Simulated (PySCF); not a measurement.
# Relaxation of triplet RhH₃

All numbers come from UPBE0 in PySCF with Rh def2-TZVP with ECP28, H def2-TZVP; scalar-relativistic core potentials, no spin–orbit coupling; density-fitted integrals. A (50,194) grid was used.

A hand-made T-shaped start, of C2v symmetry, held to at least that symmetry:

```xyz
4
charge 0 multiplicity 3, angstrom
Rh    0.0000    0.0000   -0.0160
H     0.0000    0.0000    1.5540
H     1.5690    0.0000    0.0388
H    -1.5690    0.0000    0.0388
```

At each step, columns x, y, z (Å) and Fx, Fy, Fz (eV/Å):

```
step 0  E − E(last) = 111.91 kJ/mol
Rh   0.000   0.000  -0.016   0.000   0.000  -2.391
H    0.000   0.000   1.554   0.000   0.000  -0.889
H    1.569   0.000   0.039   1.133   0.000   1.640
H   -1.569   0.000   0.039  -1.133   0.000   1.640
step 1  E − E(last) = 47.13 kJ/mol
Rh   0.000   0.000  -0.113   0.000   0.000  -1.730
H    0.000   0.000   1.439   0.000   0.000  -0.590
H    1.598   0.000   0.145  -0.031   0.000   1.160
H   -1.598   0.000   0.145   0.031   0.000   1.160
step 2  E − E(last) = 13.30 kJ/mol
Rh   0.000   0.000  -0.267   0.000   0.000   0.513
H    0.000   0.000   1.268   0.000   0.000  -0.351
H    1.592   0.000   0.307  -1.042   0.000  -0.081
H   -1.592   0.000   0.307   1.042   0.000  -0.081
step 3  E − E(last) = 8.21 kJ/mol
Rh   0.000   0.000  -0.267   0.000   0.000   0.180
H    0.000   0.000   1.255   0.000   0.000  -0.123
H    1.565   0.000   0.314  -0.813   0.000  -0.029
H   -1.565   0.000   0.314   0.813   0.000  -0.029
step 4  E − E(last) = 0.74 kJ/mol
Rh   0.000   0.000  -0.286   0.000   0.000  -0.559
H    0.000   0.000   1.212   0.000   0.000   0.332
H    1.474   0.000   0.345   0.012   0.000   0.114
H   -1.474   0.000   0.345  -0.012   0.000   0.114
step 5  E − E(last) = 0.13 kJ/mol
Rh   0.000   0.000  -0.303   0.000   0.000  -0.226
H    0.000   0.000   1.202   0.000   0.000   0.180
H    1.466   0.000   0.358  -0.025   0.000   0.023
H   -1.466   0.000   0.358   0.025   0.000   0.023
step 6  E − E(last) = 0.00 kJ/mol
Rh   0.000   0.000  -0.312   0.000   0.000  -0.025
H    0.000   0.000   1.201   0.000   0.000   0.028
H    1.459   0.000   0.363  -0.002   0.000  -0.002
H   -1.459   0.000   0.363   0.002   0.000  -0.002
step 7  E − E(last) = 0.00 kJ/mol
Rh   0.000   0.000  -0.312   0.000   0.000  -0.001
H    0.000   0.000   1.202   0.000   0.000   0.003
H    1.459   0.000   0.363   0.000   0.000  -0.001
H   -1.459   0.000   0.363   0.000   0.000  -0.001
```

It ends at C2v with Rh–H 1.514 Å, Rh–H 1.607 Å (×2); H–Rh–H 65.2° (×2), H–Rh–H 130.4° (after a last refinement on a finer grid). A frequency run shows a minimum.

Other spin states or occupations of the open shell can lie lower. At this level a singlet minimum of C3v symmetry lies 130 kJ/mol below this structure.

The relaxation took roughly 20 core-seconds on a shared host.
